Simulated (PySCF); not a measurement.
Compound: C4H7NSi.
Numbering: `[CH2:1]=[C:2]([CH3:3])[SiH2:4][C:5]#[N:6]` (hydrogens: H7, H8 on C1; H9, H10, H11 on C3; H12, H13 on Si4)

Method: PBE0-D3(BJ)/def2-SVP geometry optimisation, gas phase in PySCF; density fitting, grid level 1; the optimiser is geomeTRIC in internal coordinates, started from a GFN2-xTB structure with every atom displaced at random (about 0.01 Å).

Step 1: E = -13612.0440 eV
```
atom  x, y, z in Å  |  force x, y, z in eV/Å
C1     -1.1168    1.6074    0.4484    0.188  -0.510  -0.039
C2     -0.6034    0.4022    0.1332    0.013   0.343   0.009
C3     -1.3838   -0.8702    0.2417   -0.180  -0.200  -0.256
Si4     1.1640    0.2920   -0.4879    0.003   0.243  -0.016
C5      2.0971   -0.9107    0.5833   -0.018  -0.123   0.157
N6      2.6094   -1.6740    1.2919    0.001   0.055  -0.078
H7     -2.1504    1.7010    0.7994   -0.035   0.039   0.002
H8     -0.5274    2.5230    0.3935    0.048   0.129  -0.043
H9     -1.4429   -1.3989   -0.7348    0.000   0.162   0.237
H10    -2.4114   -0.6881    0.5974    0.060  -0.015  -0.035
H11    -0.9001   -1.5722    0.9378    0.039  -0.037   0.064
H12     1.8745    1.6017   -0.4000   -0.068  -0.048   0.013
H13     1.2674   -0.2472   -1.8731   -0.050  -0.037  -0.015
```

Step 2: E = -13612.0507 eV
```
atom  x, y, z in Å  |  force x, y, z in eV/Å
C1     -1.1042    1.6014    0.4503    0.040  -0.035  -0.021
C2     -0.6014    0.3986    0.1350   -0.020  -0.009  -0.003
C3     -1.3820   -0.8786    0.2394   -0.041  -0.042  -0.013
Si4     1.1584    0.3004   -0.4838    0.067   0.059  -0.046
C5      2.0880   -0.9084    0.5901   -0.036  -0.017   0.044
N6      2.6039   -1.6734    1.2933    0.022   0.005  -0.025
H7     -2.1367    1.7169    0.8015   -0.007  -0.007   0.001
H8     -0.5093    2.5168    0.3720   -0.017   0.010   0.016
H9     -1.4414   -1.3959   -0.7345    0.005   0.039   0.033
H10    -2.4084   -0.6997    0.5940    0.005   0.006   0.001
H11    -0.8958   -1.5835    0.9348    0.000   0.016   0.001
H12     1.8554    1.6126   -0.3912   -0.013  -0.005   0.007
H13     1.2498   -0.2413   -1.8702   -0.005  -0.020   0.004
```

**Question.** Estimate the geometry and energy of step 3. (The exact step hangs on the optimiser's Hessian estimate; all steps are aligned on step 2, rigid shifts and turns removed.)

**Answer.** E = -13612.0513 eV, largest force 0.071 eV/Å
```
atom  x, y, z in Å  |  force x, y, z in eV/Å
C1     -1.1027    1.5950    0.4500    0.007   0.070   0.001
C2     -0.5959    0.3963    0.1317   -0.030  -0.051   0.006
C3     -1.3873   -0.8745    0.2395    0.035  -0.025   0.011
Si4     1.1654    0.3011   -0.4863    0.015  -0.009  -0.016
C5      2.0932   -0.9070    0.5921   -0.033   0.015   0.012
N6      2.6136   -1.6710    1.2926    0.023  -0.006  -0.010
H7     -2.1378    1.6971    0.7985    0.007   0.020   0.006
H8     -0.5167    2.5174    0.3790   -0.017  -0.014   0.006
H9     -1.4522   -1.3883   -0.7332   -0.002  -0.019  -0.025
H10    -2.4111   -0.6854    0.5951    0.000   0.010   0.006
H11    -0.9054   -1.5816    0.9357   -0.005   0.007  -0.008
H12     1.8574    1.6147   -0.3936   -0.001   0.007   0.003
H13     1.2558   -0.2476   -1.8705    0.003  -0.005   0.008
```

The energy changes by -0.0005 eV. The first-order estimate −F·Δx gives -0.0018 eV and the mean of the old and new forces, exact on a quadratic surface, -0.0006 eV. The step makes an angle of 73° with the force vector and moves no atom by more than 0.020 Å.

What follows is the cost of the whole optimisation. The run took 46 s on Arm Neoverse V1, one thread (shared host), and the process peaked at 0.51 GiB of memory.
